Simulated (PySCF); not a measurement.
BeGeH3I, SMILES [GeH3][Be][I]. Atoms are numbered in the order given.

```xyz
6

Be     0.0000     0.0000     0.3978
I      0.0000     0.0000    -1.7728
Ge     0.0000     0.0000     2.5885
H      1.2351    -0.7131     3.1789
H      0.0000     1.4262     3.1789
H     -1.2351    -0.7131     3.1789
```
Charge 0, spin multiplicity 1.

Geometry: B3LYP-D3(BJ)/def2-TZVP. The def2 effective core potentials stand for the cores of I; spin–orbit coupling is left out.

These are CAM-B3LYP/def2-TZVPD (PySCF) values and carry that method's errors.

Symmetry labels are those of the subgroup Cs that the program uses (full group C3v).

Computed valence orbital energies around the gap with their symmetry:
| orbital | symmetry | energy (eV) |
|---|---|---|
| HOMO−7 | A' | -21.29 |
| HOMO−6 | A' | -17.08 |
| HOMO−5 | A' | -11.42 |
| HOMO−4 | A' | -10.86 |
| HOMO−3 | A" | -10.86 |
| HOMO−2 | A' | -9.45 |
| HOMO−1 | A' | -9.42 |
| HOMO | A" | -9.42 |
| LUMO | A" | -0.45 |
| LUMO+1 | A' | -0.45 |
| LUMO+2 | A' | 0.14 |
| LUMO+3 | A' | 0.76 |
